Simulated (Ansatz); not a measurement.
C₈H₁₈O₂Sn⁺, that is Sn(OtBu)2 with one electron fewer. The state is a doublet with charge 1. Geometry r2SCAN-D4/def2-SVP, that of the neutral singlet; atoms count from 1.

```tsv
atom	x (Å)	y (Å)	z (Å)
Sn1	-0.204	-0.452	2.173
O2	-1.074	-1.875	1.085
C3	-1.240	-2.124	-0.311
C4	-2.009	-0.963	-0.950
C5	0.134	-2.283	-0.968
C6	-2.041	-3.423	-0.415
H7	-2.199	-1.153	-2.019
H8	-2.979	-0.832	-0.444
H9	-1.426	-0.034	-0.854
H10	0.704	-1.346	-0.872
H11	0.038	-2.530	-2.038
H12	0.693	-3.095	-0.476
H13	-3.012	-3.308	0.090
H14	-1.495	-4.243	0.076
H15	-2.221	-3.698	-1.467
O16	0.462	0.634	0.592
C17	1.126	1.889	0.558
C18	2.083	2.041	1.746
C19	1.910	1.932	-0.756
C20	0.069	3.000	0.584
H21	2.649	2.984	1.691
H22	1.531	2.042	2.702
H23	2.805	1.208	1.761
H24	2.650	1.117	-0.779
H25	2.438	2.891	-0.880
H26	1.223	1.794	-1.605
H27	-0.503	2.960	1.526
H28	-0.636	2.867	-0.251
H29	0.526	3.999	0.502
```

In the def2 sets Sn takes a core potential; there is no spin–orbit coupling. Single mean-field runs in def2-TZVP are fitted with def2-universal-jkfit.

Problem. Estimate the Mulliken populations from the PBE0/def2-TZVP orbitals of Ansatz.

Solution. 
```
atom  charge (e)  spin (α − β)
 Sn1        1.07          0.23
  O2       -0.47          0.14
  C3        0.17          0.02
  C4       -0.39          0.01
  C5       -0.39          0.02
  C6       -0.32          0.06
  H7        0.15          0.00
  H8        0.15          0.00
  H9        0.13          0.00
 H10        0.13          0.00
 H11        0.15          0.00
 H12        0.15          0.00
 H13        0.15          0.00
 H14        0.15          0.00
 H15        0.15          0.01
 O16       -0.38          0.40
 C17        0.09          0.00
 C18       -0.38          0.05
 C19       -0.34          0.06
 C20       -0.35          0.00
 H21        0.17          0.00
 H22        0.14          0.00
 H23        0.16          0.00
 H24        0.15          0.00
 H25        0.16          0.01
 H26        0.16          0.00
 H27        0.12          0.00
 H28        0.16          0.00
 H29        0.16          0.00
```
Mulliken values depend strongly on the basis.

Problem. Where does the spin sit?

Solution. Summed by element: Sn 0.23, O 0.54, C 0.22, H 0.01, of 1 unpaired in all. Largest on single atoms: O16 0.40, Sn1 0.23, O2 0.14.

Problem. And the Mayer bond orders between heavy atoms (over 0.3)?

Solution. Sn1–O2 0.97 (1.99 Å); Sn1–O16 0.79 (2.03 Å); O2–C3 0.87 (1.43 Å); C3–C4 0.98 (1.53 Å); C3–C5 0.98 (1.53 Å); C3–C6 0.94 (1.53 Å); O16–C17 0.91 (1.42 Å); C17–C18 0.95 (1.53 Å); C17–C19 0.95 (1.53 Å); C17–C20 1.03 (1.53 Å).
